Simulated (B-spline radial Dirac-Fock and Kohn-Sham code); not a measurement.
Method: the Dirac equation of a negative muon with reduced mass in the field of a spherical finite nucleus, with the Uehling potential to all orders; nuclear polarisation, deformation, hyperfine structure, self-energy, higher-order vacuum polarisation, relativistic recoil and electron screening are left out. Computed with an atomic code on a B-spline grid. The nuclear charge is a Fermi distribution (skin thickness 2.3 fm).

**Question.** A muonic atom of atomic mass 184.99 u emits these computed lines: 2p3/2 → 1s1/2 6060 keV, 3d5/2 → 2p3/2 2510 keV, 4f7/2 → 3d5/2 938.3 keV, 5g9/2 → 4f7/2 431.4 keV. Which element is it, and what rms charge radius was used?

**Answer.** Lead (Z = 82, nuclide ¹⁸⁵Pb); the high transitions hardly feel the nucleus and fix Z. The 2p → 1s line lies 10090 keV below the value for a point nucleus without QED, which for this nuclear model gives a radius near 5.40 fm (5.3984 fm was used).
